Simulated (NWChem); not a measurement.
MnClF, sextet; SMILES [F][Mn][Cl]

The spin multiplicity was typed, not searched, and may not be the lowest.

Give the equilibrium geometry at PBE-D3(BJ)/def2-SVP, spin-unrestricted (NWChem) as a list of bonds and angles, with the point group.

point group C*v; any orientation.
Bonds (Å): Mn1–F2 1.771, Mn1–Cl3 2.175. Angles (°): F2–Mn1–Cl3 180.0.
